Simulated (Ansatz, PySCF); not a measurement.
Dimer: C2H3N (SMILES CC#N) (first 6 atoms) with CH5N (SMILES CN); geometry from B3LYP-D3(BJ)/def2-TZVP, rigid monomers moved along the line of their centres of mass till H5···N8 is 2.30 Å.
(charge 0, multiplicity 1):
```
atom    x (Å)    y (Å)    z (Å)
----  -------  -------  -------
C      0.1925   1.3018   0.1628
C     -0.6366   0.1087   0.1424
N     -1.2926  -0.8356   0.1621
H     -0.2892   2.1057  -0.3942
H      0.3242   1.6020   1.2047
H      1.1636   1.0938  -0.2870
C      0.5983  -0.5315   3.2935
N     -0.4098   0.5110   3.0878
H      1.5211  -0.0765   3.6574
H      0.8172  -1.0080   2.3374
H      0.3064  -1.3193   3.9991
H     -0.6553   0.9503   3.9669
H     -1.2583   0.1039   2.7109
```

Interaction energies are E(AB) − E(A) − E(B) at the monomers' geometry in the complex; basis-set methods are counterpoise corrected. Rows marked so take none.

Cores are frozen in the correlated methods. Rows in 3-21G, 6-311+G**, 6-31G*, STO-3G carry no dispersion term and start afresh at each structure (6-31G* with six Cartesian d functions). MP2/6-31G* freezes PySCF's default core.

The values were computed with Ansatz (Gaussian orbitals); PySCF for 3-21G rows, 6-311+G** rows, 6-31G* rows, STO-3G rows, the dispersion terms. 

Other levels give for the interaction energy: PBE/def2-TZVPPD -2.26; B3LYP/def2-TZVPPD -1.07; B3LYP-D3(BJ)/def2-TZVPPD -4.05; wB97M-V/def2-TZVPPD -4.09; CCSD(T)/aug-cc-pVDZ -2.92 kcal/mol.

Common cheap choices:

| level | interaction energy (kcal/mol) |
|---|---|
| HF/STO-3G (no counterpoise) | -0.89 |
| HF/3-21G (no counterpoise) | -4.58 |
| HF/6-31G* | -0.44 |
| B3LYP/3-21G (no counterpoise) | -6.78 |
| B3LYP/6-31G* | -1.65 |
| B3LYP/6-31G* (no counterpoise) | -3.49 |
| B3LYP/6-311+G** (no counterpoise) | -1.69 |
| MP2/6-31G* | -2.27 |

Ansatz is a first-principles code.
